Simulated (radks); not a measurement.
Task: The oxygen anion O-, [He] 2s2 2p5, held by a Watson sphere: a shell of charge +1 at radius R that stands for the Madelung well of a crystal (potential energy -1/R inside, -1/r outside, in hartree with lengths in bohr). Method: scalar-relativistic Kohn-Sham, PBEsol, spin-polarised, spherical densities, finite nucleus; open shells are filled with parallel spins first; Fermi nuclear charge, rms radius of each element as measured or else 0.836 A^(1/3) + 0.57 fm; computed with a radial shooting solver on a logarithmic mesh with Libxc functionals. Response by self-consistent Sternheimer equations with the Hartree and adiabatic LDA kernel, the relativistic mass of each level held fixed and spin-orbit coupling left out. The sphere does not respond.

R (bohr)  e(2s down) (eV)  e(2p up) (eV)  e(2p down) (eV)  <r> 2p (bohr)  sum of <r^2> (bohr^2)  X-ray form factor at sin(theta)/lambda = 0.3 1/angstrom  alpha (bohr^3)
1.63              -22.852         -9.461           -8.142          1.369                  15.38                                                    4.199           8.250
1.94              -21.884         -8.660           -7.369          1.415                  16.31                                                    4.137           9.923
2.55              -20.306         -7.258           -5.992          1.489                  17.84                                                    4.086           13.88
2.61              -20.173         -7.135           -5.870          1.495                  17.97                                                    4.084           14.31
2.87              -19.638         -6.632           -5.371          1.521                  18.50                                                    4.077           16.26
3.15              -19.127         -6.145           -4.884          1.545                  19.02                                                    4.073           18.52
3.92              -17.997         -5.050           -3.780          1.603                  20.22                                                    4.070           25.48

Estimate the row for R = 3.94 bohr.

Result: e(2s down) (eV) -17.972; e(2p up) (eV) -5.025; e(2p down) (eV) -3.756; <r> 2p (bohr) 1.604; sum of <r^2> (bohr^2) 20.25; X-ray form factor at sin(theta)/lambda = 0.3 1/angstrom 4.070; alpha (bohr^3) 25.68.
